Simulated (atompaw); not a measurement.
Yb: one change to a PAW (atompaw) potential, before and after

ytterbium, PAW, made with atompaw 4.2.0.5 (PBE, scalar-relativistic). Core [Kr] 4d10, reference 4f14 5s2 5p6 5d0 6s1 6p0 (charge +1). Waves: 5s (bound): rc 2.15 bohr; 6s (bound): rc 3.00 bohr; 5p (bound): rc 2.05 bohr; 6p (bound, empty): rc 2.30 bohr; 5d (bound, empty): rc 3.00 bohr; 5d channel at 4.45 Ry: rc 3.00 bohr; 4f (bound): rc 1.20 bohr; 4f channel at -0.1 Ry: rc 1.20 bohr. Local part: troulliermartins scheme with l = 4 at 0 Ry, radius 2.30 bohr. Core correction: smooth core density matched at 2.35 bohr. Augmentation charge: besselshape compensation charge, radius 2.30 bohr; PAW radius 3.00 bohr; waves and projectors: custom rrkj gramschmidtortho.

Change: local potential bessel scheme, radius 2.30 bohr.

Cutoffs: the cutoffs (Ry, on a coarse ladder) from which the occupation-weighted sum of valence levels, in a spherical-Bessel basis at the reference potential, stays within 10 and 1 mRy of its value at 400 Ry; they do not see the model core or the augmentation charge, which bear on the density cutoff.

Q: What does the change do?

A: The potential gets neither clearly harder nor softer (140 Ry and 230 Ry → 140 Ry and 230 Ry); the range in which the d phases agree narrows (upper end at the end of the scan → 1.6); neither file shows a bound ghost.

| quantity | base | changed |
| --- | --- | --- |
| cutoff, loose | 140 Ry | 140 Ry |
| cutoff, tight | 230 Ry | 230 Ry |
| bound ghosts | none | none |
| s: phases at 3.00 bohr within 0.05 rad from the reference energy up to (Ry; the scan ends near 5) | n/a | n/a |
| p: phases at 3.00 bohr within 0.05 rad from the reference energy up to (Ry; the scan ends near 5) | 4.6 | 4.3 |
| d: phases at 3.00 bohr within 0.05 rad from the reference energy up to (Ry; the scan ends near 5) | to the end of the scan | 1.6 |
| f: phases at 3.00 bohr within 0.05 rad from the reference energy up to (Ry; the scan ends near 5) | 4.7 | 4.3 |
| lowest overlap eigenvalue by channel | s 0.35, p 0.01, d 0.78, f 1.00 | s 0.43, p 0.11, d 0.77, f 1.00 |

 The cutoffs see the waves, projectors and local potential, not the compensation charge or the core.
